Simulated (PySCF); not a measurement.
**Electronic absorption of C2H8F3NSi2**

C2H8F3NSi2.
Z-matrix (Å and degrees, GFN2-xTB geometry), rows numbered from 1:
```
C 
N   1  1.4407
Si  2  1.7243  1  120.86
C   2  1.4504  1  112.75  3  -153.85
Si  4  1.8903  2  116.01  1    63.03
F   5  1.5890  4  113.14  2   157.13
F   5  1.5897  4  115.04  2   -83.56
F   5  1.5880  4  115.45  2    37.19
H   1  1.0866  2  109.35  3   -32.96
H   1  1.0938  2  109.88  3  -152.28
H   1  1.0975  2  112.31  3    87.42
H   3  1.4703  2  115.94  1   -74.93
H   3  1.4617  2  104.09  1    45.85
H   3  1.4636  2  104.17  1   164.68
H   4  1.1001  2  108.06  1   -59.62
H   4  1.0922  2  107.72  1  -174.14
```

Method: PySCF 2.14.0, density-fitted response routines, TDDFT B3LYP/def2-SVPD, vertical, gas phase, core orbitals frozen in the response.

```tsv
state	E (eV)	ν̃ (cm⁻¹)	f	|μ| (D)	main configurations (H = HOMO, L = LUMO)
S1	5.21	41990	0.010	0.72	H→L (97%)
S2	5.93	47870	0.032	1.18	H→L+1 (95%)
S3	6.23	50280	0.014	0.78	H→L+2 (86%), H→L+3 (10%)
S4	6.45	52000	0.027	1.05	H→L+3 (76%), H→L+4 (15%)
S5	6.67	53810	0.0026	0.32	H→L+4 (82%), H→L+3 (12%)
S6	6.89	55610	0.015	0.77	H→L+5 (97%)
S7	7.02	56600	0.032	1.10	H→L+6 (84%), H→L+8 (12%)
S8	7.02	56650	0.0007	0.16	H→L+7 (94%)
```

Triplets (Tamm–Dancoff): T1 5.00 eV, H→L (90%), H→L+1 (8%); T2 5.71 eV, H→L+1 (88%), H→L (8%); T3 6.05 eV, H→L+2 (87%).

The lowest singlet lies at 5.21 eV (238 nm, ultraviolet) and is weak; its leading configuration is HOMO→LUMO (97%). The largest oscillator strength of a single state is 0.032. S7/S8 lie within about 0.01 eV of each other. Löwdin shares by element: HOMO nitrogen 53%, carbon 17%, silicon 8% or more (atoms not listed hold the other 23%); LUMO silicon 36%, carbon 19% (atoms not listed hold the other 45%). Of the 8 states listed, 6 reach f = 0.01 and none stays under 0.0005. The listed states span 1.82 eV, and the widest gap between neighbours is 0.73 eV (S1 to S2). Weighted by f, the mean energy of these states is 6.40 eV. The window holds the lowest 8 singlets.

One conformer stands for the species.
